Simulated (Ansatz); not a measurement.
Isolated molecules relaxed with PBE0-D4/def2-TZVP in Ansatz; ΔE leaves out vibrations. CBS: MP2 limit from def2 TZ/QZ plus the TZ coupled-cluster correction, frozen cores. DFT in def2-TZVPP. HSE06 is defined as in plane-wave codes. For As outer-core shells are correlated without core-valence functions, which leaves a few kJ/mol of doubt a bond. Scalar relativity is left out up to krypton. Each species was taken in one conformer, which may not be the lowest.

Reaction (substitution at a C–C bond): `CCCC#CCCCC` + `[SiH3][AsH2]` → `CC[AsH][SiH3]` + `CCC#CCCC`

`CCCC#CCCCC`:

Cartesian coordinates in Å:
```
C -1.884 1.743 -1.092
C -0.798 2.773 -0.842
C -0.344 2.823 0.620
C 0.246 1.574 1.075
C 0.732 0.529 1.419
C 1.291 -0.755 1.815
C 0.683 -1.933 1.051
C 0.948 -1.884 -0.444
C 0.304 -3.038 -1.192
H -2.178 1.725 -2.143
H -1.542 0.742 -0.819
H -2.777 1.960 -0.498
H 0.071 2.559 -1.472
H -1.154 3.768 -1.124
H -1.200 3.073 1.258
H 0.383 3.632 0.750
H 1.138 -0.897 2.890
H 2.377 -0.741 1.660
H -0.397 -1.953 1.231
H 1.088 -2.862 1.466
H 0.581 -0.932 -0.840
H 2.031 -1.888 -0.617
H 0.511 -2.987 -2.263
H 0.671 -4.002 -0.828
H -0.782 -3.031 -1.064
```

`[SiH3][AsH2]`:

Cartesian coordinates in Å:
```
Si 0.048 -0.703 0.496
As -0.138 1.567 -0.142
H -1.154 -1.062 1.292
H 1.253 -0.847 1.355
H 0.161 -1.631 -0.658
H -1.177 1.239 -1.206
H 1.007 1.437 -1.137
```

`CC[AsH][SiH3]`:

Cartesian coordinates in Å:
```
C -1.316 -1.784 0.215
C -0.274 -0.712 0.477
As -0.707 0.968 -0.495
Si 1.387 2.011 -0.186
H -1.100 -2.689 0.791
H -1.342 -2.063 -0.841
H -2.317 -1.445 0.491
H -0.249 -0.446 1.537
H 0.724 -1.054 0.200
H -0.307 0.454 -1.876
H 1.500 3.180 -1.098
H 2.527 1.086 -0.436
H 1.475 2.492 1.219
```

`CCC#CCCC`:

```xyz
19

C     2.813   -0.096   -0.990
C     2.066   -1.404   -0.744
C     0.716   -1.197   -0.244
C    -0.396   -1.002    0.173
C    -1.741   -0.739    0.659
C    -2.261    0.648    0.274
C    -1.435    1.777    0.863
H     2.897    0.481   -0.067
H     3.820   -0.292   -1.365
H     2.287    0.518   -1.723
H     2.624   -2.019   -0.029
H     2.022   -1.984   -1.672
H    -2.419   -1.506    0.270
H    -1.756   -0.842    1.751
H    -3.299    0.729    0.611
H    -2.277    0.727   -0.817
H    -0.397    1.713    0.529
H    -1.435    1.736    1.956
H    -1.828    2.752    0.565
```

(1) Is it downhill or uphill in electronic energy at CCSD(T)/CBS, and by how much? (An estimate is asked.)

(2) What do these levels give: LDA (SPW92), BLYP-D4, PBE0-D4, HSE06-D4, ωB97X-V, B2PLYP, PBE, BHLYP, CAM-B3LYP, CCSD(T)/def2-SVP, SCS-MP2/def2-TZVPP, MP2/def2-QZVPP? (Best estimate.)

Largest T1 diagnostic among the species: 0.011.

## Answers

(1) Computed: Downhill: ΔE = -0.8 kcal/mol.

(2) The calculation gave: LDA (SPW92) 1.3, BLYP-D4 -1.8, PBE0-D4 -0.6, HSE06-D4 -0.7, ωB97X-V 0.0, B2PLYP -1.4, PBE -1.4, BHLYP -0.5, CAM-B3LYP -0.2, CCSD(T)/def2-SVP 2.7, SCS-MP2/def2-TZVPP -1.5, MP2/def2-QZVPP -1.7 kcal/mol.

At CCSD(T), def2-SVP lies +3.6 kcal/mol from the extrapolated value and def2-TZVPP −0.0 kcal/mol. Leaving LDA and LC-ωPBE aside and taking each functional with its dispersion term where it has one, the values, not all of them listed here, spread over 2.0 kcal/mol, from BLYP-D4 to B97M-V. LDA lies +2.7 kcal/mol from PBE without D4.
